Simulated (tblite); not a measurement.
Isomers of C10H18. Computed with GFN2-xTB (tblite): harmonic, unscaled wavenumbers at the GFN2-xTB geometry, gas phase. Errors from tens to a few hundred cm⁻¹ against measured bands are possible. One conformer each.

Electronic energies: GFN2-xTB at the same geometries; isomer energies are rough at this level and their order can be wrong.

```tsv
SMILES	electronic energy, lowest = 0 (kJ/mol)
C[C@@H]1CC[C@@H]2CCC[C@H]2C1	0.0
CCC[C@@H]1C[C@H]1C1CCC1	168.5
CC(C)(C)/C=C\C1CCC1	191.6
```

Question: How do GFN2-xTB zero-point energies change the relative energies?

Answer: 
```csv
SMILES,ZPE (kJ/mol),of it from modes above 1550 cm⁻¹,electronic (kJ/mol),"with ZPE, lowest = 0 (kJ/mol)",lowest mode (cm⁻¹),rings
C[C@@H]1CC[C@@H]2CCC[C@H]2C1,682.5,321.0,0.0,0.0,70,2
CCC[C@@H]1C[C@H]1C1CCC1,670.8,324.4,168.5,156.8,38,2
CC(C)(C)/C=C\C1CCC1,665.9,335.9,191.6,174.9,9i,1
```

The zero-point energies span 16.6 kJ/mol, from `CC(C)(C)/C=C\C1CCC1` to `C[C@@H]1CC[C@@H]2CCC[C@H]2C1`. Slightly imaginary modes are left out of the zero-point energy: `CC(C)(C)/C=C\C1CCC1` 9.2i cm⁻¹. The order is unchanged.
